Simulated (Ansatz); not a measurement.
Isolated molecules relaxed with PBE0-D4/def2-TZVP in Ansatz; ΔE leaves out vibrations. CBS: MP2 limit from def2 TZ/QZ plus the TZ coupled-cluster correction, frozen cores. This one scheme is used for every species, atoms too. DFT in def2-TZVPP. Open shells (•) are unrestricted, without spin–orbit coupling. Spin–orbit coupling would lower the free atoms: a little for B, C, Si. Each species was taken in one conformer, which may not be the lowest.

Reaction (atomization): `[SiH3]BB1CC1` → 2 B• + 2 C• + 8 H• + Si•

`[SiH3]BB1CC1`:

Z-matrix (Å, degrees):
```
Si
B 1 2.018
H 1 1.491 2 109.8
H 1 1.490 2 113.8 3 120.7
H 1 1.491 2 109.7 3 -118.7
B 2 1.574 1 113.7 3 -120.8
H 2 1.195 1 117.4 3 59.1
C 6 1.562 2 151.0 1 -77.8
C 6 1.562 2 150.7 1 78.0
H 8 1.085 6 117.0 2 56.0
H 8 1.086 6 116.7 2 -83.9
H 9 1.086 6 116.6 2 83.7
H 9 1.085 6 117.0 2 -56.2
```

| level | ΔE (kJ/mol) | difference from CCSD(T)/CBS |
| --- | --- | --- |
| r2SCAN-D4 | 4723.6 | 83.4 |
| ωB97X-V | 4691.3 | 51.1 |
| ωB97M-V | 4687.6 | 47.4 |
| B2PLYP | 4628.2 | -12.0 |
| r2SCAN | 4717.4 | 77.2 |
| HF/def2-TZVPP | 3584.8 | -1055.4 |
| MP2/def2-TZVPP | 4585.0 | -55.2 |
| CCSD(T)/def2-TZVPP | 4541.1 | -99.1 |
| SCS-MP2/def2-QZVPP | 4640.9 | 0.7 |
| HF/CBS(def2) | 3589.8 | -1050.4 |
| CCSD(T)/CBS | 4640.2 | 0 |

Largest T1 diagnostic among the species: 0.016.

The D4 term adds +38.6 kJ/mol with B3LYP and +20.5 kJ/mol with PBE0; it sums over pairs of atoms, weighted by their polarisabilities, and B3LYP, whose exchange is more repulsive, gets the larger term. In def2-TZVPP, CCSD(T) changes the Hartree–Fock value by +956.3 kJ/mol (the triples alone add +55.3 kJ/mol) and MP2 by +1000.2 kJ/mol; breaking electron pairs costs correlation energy, which Hartree–Fock lacks.

B3LYP here is the variant with VWN-RPA as its local correlation; programs differ in this.

For atomizations the MP2-based limit and the directly extrapolated one differ by several kJ/mol either way, and by 10 to 25 for some Ge, Se and Sn compounds, so smaller differences from it don't rank the levels.
